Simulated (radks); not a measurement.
Q: Radial electron density D(r) = 4 pi r^2 rho(r) of an atom or ion with 42 electrons. All-electron calculation, Dirac Kohn-Sham, LDA (Slater exchange, Perdew-Wang correlation), spin-unpolarised, spherical densities, point nucleus. Program: a radial shooting solver on a logarithmic mesh with Libxc functionals.

| r (bohr) | D(r) (e/bohr) |
|---|---|
| 0.003672 | 9.788 |
| 0.004781 | 14.59 |
| 0.006225 | 21.10 |
| 0.008171 | 29.63 |
| 0.01064 | 39.14 |
| 0.01385 | 48.50 |
| 0.01804 | 55.49 |
| 0.02349 | 57.83 |
| 0.03059 | 55.03 |
| 0.03983 | 50.38 |
| 0.05228 | 50.45 |
| 0.06808 | 59.08 |
| 0.08864 | 69.83 |
| 0.1154 | 69.66 |
| 0.1503 | 56.33 |
| 0.1957 | 46.83 |
| 0.2548 | 52.47 |
| 0.3345 | 55.40 |
| 0.4356 | 38.79 |
| 0.5672 | 19.42 |
| 0.7385 | 14.56 |
| 0.9616 | 15.29 |
| 1.252 | 11.12 |
| 1.63 | 5.198 |
| 2.14 | 1.594 |
| 2.787 | 0.3346 |
| 3.629 | 0.03949 |
| 4.725 | 0.002038 |

What is the nuclear charge?

A: Z = 45. The innermost maximum, from 1s, lies near gamma/Z bohr with gamma = sqrt(1 - (Z/c)^2) = 0.945, here 0.021 bohr (found: 0.0231), and its height grows with Z. The density is that of the rhodium ion Rh3+ in [Kr] 4d6; the configuration itself is not fixed sharply by these data, and Z only to a few units. D(r) has 4 maxima, at r = 0.0231, 0.101, 0.309, 0.909 bohr, and minima at 0.0460, 0.200, 0.715 bohr, inside which lie 2.05, 11.18, 29.14 electrons.
